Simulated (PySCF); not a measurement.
Harmonic spectrum computed at PBE0 in the def2-TZVP basis family (core potentials from Rb on, PySCF, no spin–orbit coupling):

| ω (cm⁻¹) | IR (km/mol) |
| --- | --- |
| 79 | 79.9 |
| 517 | 29.4 |
| 599 | 308 |

Which molecule gave it? In each, all ligands are bound to the one heavy central atom.
A. TeF₂ (singlet)
B. SrF₂ (singlet)
C. CaF₂ (singlet)
D. BeF₂ (singlet)

C. It has C2v symmetry with Ca–F 1.996 Å (×2).
